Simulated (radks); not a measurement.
Valence configurations of Ir+ (all share [Xe]). All-electron calculation, scalar-relativistic Kohn-Sham, BLYP, spin-unpolarised, spherical densities, finite nucleus; Fermi nuclear charge, rms radius 5.4032 fm. Program: a radial shooting solver on a logarithmic mesh with Libxc functionals. Energies are relative to 4f14 5d7 6s1; eigenvalues in eV.

| valence | E (eV) | e(4f) | e(5d) | e(6p) | e(6s) |
|---|---|---|---|---|---|
| 4f14 5d7 6s1 | 0.000 | -70.343 | -15.197 | - | -13.575 |
| 4f13.5 5d7 6s1.5 | 29.989 | -77.287 | -16.916 | - | -14.188 |
| 4f12 5d7 6s1 6p2 | 155.36 | -102.90 | -25.711 | -10.075 | -18.153 |
| 4f14 5d7 6p1 | 6.432 | -71.981 | -16.689 | -8.066 | - |
| 4f13.5 5d7.5 6s1 | 28.772 | -75.650 | -15.813 | - | -13.676 |
| 4f14 5d6 6s1 6p1 | 9.063 | -75.236 | -18.836 | -8.603 | -15.614 |
| 4f14 5d8 | -1.100 | -67.388 | -13.209 | - | - |
| 4f12 5d9 6s1 | 129.51 | -92.162 | -17.654 | - | -13.932 |
| 4f13 5d7.5 6s1 6p0.5 | 64.764 | -83.592 | -18.355 | -8.044 | -14.843 |
| 4f13 5d7 6s1 6p1 | 70.233 | -86.165 | -20.278 | -8.706 | -15.881 |

NIST lists [Xe] 4f14 5d7 6s1 as the ground configuration; this level of theory puts 4f14 5d8 lower, by 1.100 eV. The energies are those of spherical spin-averaged densities, not of single terms.
